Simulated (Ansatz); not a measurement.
Born–Oppenheimer molecular dynamics of F₄Ge (5 atoms, charge 0, multiplicity 1). It starts from a relaxed structure.

Level of theory: RKS PBE-D4/def2-SVP in Ansatz 0.2.0.

```yaml
ensemble: NVT, Langevin thermostat
time_step: 2 fs
steps_asked: 166
set_temperature: 50 K
friction: 0.005 /fs
seed: 206312
```

Frames 4 fs apart, positions in Å, forces in eV/Å.

Velocities at 140.0 fs (Å/ps):

```
Ge 0.14 -0.20 -1.09
F 1.24 1.21 -0.79
F -0.06 -0.17 0.62
F 0.75 -0.15 0.21
F -1.10 0.31 0.63
```

```xyz
5
Properties=species:S:1:pos:R:3:forces:R:3 time_fs=140.0 energy_less_start_eV=0.009 T=17
Ge 0.037 -0.027 -0.022 -0.33 0.04 0.17
F 0.044 0.096 1.691 0.03 -0.02 0.10
F 1.657 -0.091 -0.579 0.12 -0.08 -0.13
F -0.729 1.385 -0.648 0.02 -0.13 -0.07
F -0.846 -1.447 -0.452 0.16 0.19 -0.06
5
Properties=species:S:1:pos:R:3:forces:R:3 time_fs=144.0 energy_less_start_eV=0.011 T=13
Ge 0.037 -0.027 -0.026 -0.30 0.06 0.30
F 0.049 0.100 1.688 0.02 -0.03 0.08
F 1.657 -0.092 -0.578 0.18 -0.09 -0.17
F -0.727 1.384 -0.647 -0.02 -0.07 -0.12
F -0.849 -1.444 -0.449 0.13 0.13 -0.09
5
Properties=species:S:1:pos:R:3:forces:R:3 time_fs=148.0 energy_less_start_eV=0.012 T=13
Ge 0.036 -0.028 -0.029 -0.19 0.11 0.41
F 0.056 0.103 1.686 0.01 -0.04 0.06
F 1.657 -0.095 -0.578 0.18 -0.10 -0.19
F -0.724 1.382 -0.647 -0.05 0.00 -0.16
F -0.851 -1.441 -0.446 0.06 0.02 -0.13
5
Properties=species:S:1:pos:R:3:forces:R:3 time_fs=152.0 energy_less_start_eV=0.012 T=13
Ge 0.035 -0.029 -0.030 0.02 0.16 0.48
F 0.063 0.105 1.686 -0.01 -0.04 0.03
F 1.658 -0.099 -0.578 0.10 -0.09 -0.17
F -0.722 1.380 -0.650 -0.10 0.07 -0.18
F -0.851 -1.438 -0.444 -0.02 -0.09 -0.16
5
Properties=species:S:1:pos:R:3:forces:R:3 time_fs=156.0 energy_less_start_eV=0.012 T=14
Ge 0.032 -0.029 -0.029 0.22 0.21 0.49
F 0.071 0.106 1.687 -0.03 -0.04 -0.01
F 1.659 -0.101 -0.579 0.00 -0.09 -0.14
F -0.720 1.378 -0.655 -0.11 0.08 -0.17
F -0.849 -1.438 -0.443 -0.08 -0.17 -0.17
5
Properties=species:S:1:pos:R:3:forces:R:3 time_fs=160.0 energy_less_start_eV=0.010 T=27
Ge 0.030 -0.030 -0.027 0.36 0.23 0.43
F 0.079 0.106 1.690 -0.05 -0.03 -0.04
F 1.659 -0.102 -0.583 -0.10 -0.08 -0.10
F -0.719 1.376 -0.663 -0.11 0.06 -0.14
F -0.846 -1.440 -0.444 -0.10 -0.17 -0.15
5
Properties=species:S:1:pos:R:3:forces:R:3 time_fs=164.0 energy_less_start_eV=0.008 T=29
Ge 0.028 -0.030 -0.025 0.40 0.22 0.33
F 0.088 0.104 1.693 -0.08 -0.02 -0.07
F 1.656 -0.104 -0.588 -0.15 -0.07 -0.07
F -0.720 1.373 -0.673 -0.09 0.00 -0.08
F -0.844 -1.443 -0.447 -0.08 -0.13 -0.12
5
Properties=species:S:1:pos:R:3:forces:R:3 time_fs=168.0 energy_less_start_eV=0.007 T=29
Ge 0.027 -0.030 -0.022 0.35 0.17 0.18
F 0.096 0.102 1.695 -0.10 -0.01 -0.08
F 1.653 -0.107 -0.593 -0.18 -0.07 -0.04
F -0.720 1.371 -0.684 -0.06 -0.07 0.00
F -0.844 -1.447 -0.451 -0.02 -0.01 -0.06
5
Properties=species:S:1:pos:R:3:forces:R:3 time_fs=172.0 energy_less_start_eV=0.006 T=31
Ge 0.027 -0.030 -0.018 0.27 0.11 -0.02
F 0.104 0.101 1.696 -0.11 0.00 -0.02
F 1.650 -0.110 -0.599 -0.16 -0.06 -0.02
F -0.718 1.370 -0.693 -0.03 -0.14 0.06
F -0.843 -1.450 -0.456 0.03 0.09 0.00
5
Properties=species:S:1:pos:R:3:forces:R:3 time_fs=176.0 energy_less_start_eV=0.007 T=31
Ge 0.028 -0.029 -0.015 0.15 0.09 -0.21
F 0.113 0.099 1.696 -0.12 0.01 0.06
F 1.645 -0.114 -0.605 -0.08 -0.06 -0.03
F -0.717 1.369 -0.701 0.01 -0.20 0.13
F -0.840 -1.451 -0.461 0.05 0.16 0.05
5
Properties=species:S:1:pos:R:3:forces:R:3 time_fs=180.0 energy_less_start_eV=0.010 T=29
Ge 0.029 -0.029 -0.012 0.07 0.08 -0.39
F 0.121 0.099 1.696 -0.13 0.02 0.14
F 1.641 -0.118 -0.611 -0.03 -0.05 -0.03
F -0.716 1.368 -0.708 0.03 -0.25 0.19
F -0.836 -1.451 -0.467 0.05 0.19 0.09
5
Properties=species:S:1:pos:R:3:forces:R:3 time_fs=184.0 energy_less_start_eV=0.011 T=24
Ge 0.030 -0.027 -0.009 0.05 0.05 -0.45
F 0.130 0.098 1.698 -0.14 0.03 0.14
F 1.637 -0.123 -0.618 0.01 -0.03 -0.02
F -0.716 1.365 -0.712 0.03 -0.23 0.21
F -0.832 -1.449 -0.472 0.04 0.19 0.12
```

Of the whole run (332 fs, mean temperature of the second half 43 K): The mean temperature of the second half is 14 % below the set value. A run of 0.33 ps of so small a system gives no equilibrium averages.

The run took 2.6 min on 2 threads of Arm Neoverse V2 (shared host), peak memory 0.12 GiB.
